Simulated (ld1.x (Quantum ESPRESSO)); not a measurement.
## Building the TM potential for Be (BP86, scalar-relativistic).

* Element: Be (Z = 4)
* Generator: ld1.x (Quantum ESPRESSO) 7.5
* Type: norm-conserving Troullier–Martins (Kleinman–Bylander form)
* Functional: BP86
* Relativity: scalar-relativistic
* Frozen core: none
* Valence charge: 4
* Reference configuration: 1s2 2s1.75 2p0.25
* Partial waves: 2p (bound): rc 4.20 bohr; 3d channel at 0.05 Ry: rc 4.40 bohr; 1s (bound): rc 0.74 bohr
* Local potential: the s channel
* Core correction: none

Occupied shells without a wave of their own: 2s. They enter only through the test configuration that unscreens the potential.

* Cutoffs needed: 180 Ry and over 300 Ry (the cutoffs (Ry, on a coarse ladder) from which the occupation-weighted sum of valence levels, in a spherical-Bessel basis at the reference potential, stays within 10 and 1 mRy of its value at 400 Ry)
* Ghost test: no extra level below or beside the all-electron valence levels (p, d, s, f tested) (spherical-Bessel basis up to 400 Ry, 20 bohr box)
* Largest excitation error: +662 meV (all-electron minus pseudo) for 1s2 2s0 2p0, out of 7 test configurations
